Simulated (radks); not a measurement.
The numbers below are computed, except where a source is named.
Tm V, configuration [Xe] 4f11. Code: a radial shooting solver on a logarithmic mesh with Libxc functionals. Model: scalar-relativistic Kohn-Sham, r2SCAN, spin-polarised, spherical densities, finite nucleus; open shells are filled with parallel spins first (spin-orbit coupling, left out, can overturn this in heavy ions); meta-GGA in the generalised Kohn-Sham scheme; Fermi nuclear charge, rms radius 5.2256 fm.

Normalised radial functions P(r) = r R(r), r in bohr:

```
   r/bohr * 5d down (the largest magnitude, 0.821, reaches the edge; | marks zero)
 0.001118                             *
 0.001291                             *
 0.001491                             *
 0.001708                             *
 0.001972                             *
 0.002278                             *
  0.00263                             *
 0.003038                             *
 0.003508                             *
 0.004052                             *
 0.004679                             *
 0.005404                             *
 0.006241                             *
  0.00715                             *
 0.008258                             *
 0.009537                             *
  0.01101                             *
  0.01272                             *
  0.01469                             *
  0.01696                             *
  0.01959                             *
  0.02263                             |*
  0.02613                             |*
  0.03018                             |*
  0.03457                             |*
  0.03993                             | *
  0.04611                             |  *
  0.05326                             |  *
  0.06151                             |   *
  0.07103                             |    *
  0.08203                             |     *
  0.09474                             |      *
   0.1094                             |       *
   0.1264                             |       *
   0.1448                             |       *
   0.1672                             |      *
   0.1931                             |   *
    0.223                             |*
   0.2575                          *  |
   0.2974                      *      |
   0.3435                   *         |
   0.3967                 *           |
   0.4581                 *           |
   0.5291                   *         |
    0.611                       *     |
      0.7                             *
   0.8085                             |      *
   0.9337                             |             *
    1.078                             |                   *
    1.245                             |                       *
    1.438                             |                          *
    1.661                             |                          *
    1.918                             |                        *
    2.215                             |                    *
    2.558                             |               *
    2.931                             |           *
    3.385                             |       *
    3.909                             |    *
    4.515                             | *
    5.214                             |*
    6.022                             *
```

5d down (empty): eigenvalue -37.347 eV, 2 radial nodes at r = 0.232, 0.703 bohr, <r> = 1.83 bohr, 90 % of the charge inside 2.73 bohr.
